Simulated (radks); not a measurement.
The numbers below are computed, except where a source is named.
Charge is removed step by step from the 1s1/2 level of the nitrogen ion N2+, starting from [He] 2s2 2p1. Code: a radial shooting solver on a logarithmic mesh with Libxc functionals. Model: Dirac Kohn-Sham, PBEsol, spin-unpolarised, spherical densities, point nucleus; open shells fill j = l - 1/2 first.

| removed (e) | E - E(0) (eV) | eigenvalue (eV) | E minus straight line (eV) |
|---|---|---|---|
| 0 | 0.000 | -422.14 | 0.000 |
| 0.125 | 53.418 | -432.57 | -4.642 |
| 0.25 | 108.15 | -443.08 | -7.976 |
| 0.375 | 164.19 | -453.68 | -9.990 |
| 0.5 | 221.57 | -464.34 | -10.675 |
| 0.625 | 280.28 | -475.05 | -10.025 |
| 0.75 | 340.33 | -485.82 | -8.032 |
| 0.875 | 401.73 | -496.61 | -4.691 |
| 1 | 464.49 | -507.42 | 0.000 |

Removing the whole electron costs 464.49 eV by Delta-SCF, against 422.14 eV from minus the eigenvalue at the starting occupation. Slater's transition state (half an electron removed) gives 464.34 eV. Integrating minus the eigenvalue over the occupation (Janak's theorem) gives 464.49 eV. The mean slope of the eigenvalue, de/dn, is 85.3 eV per electron.
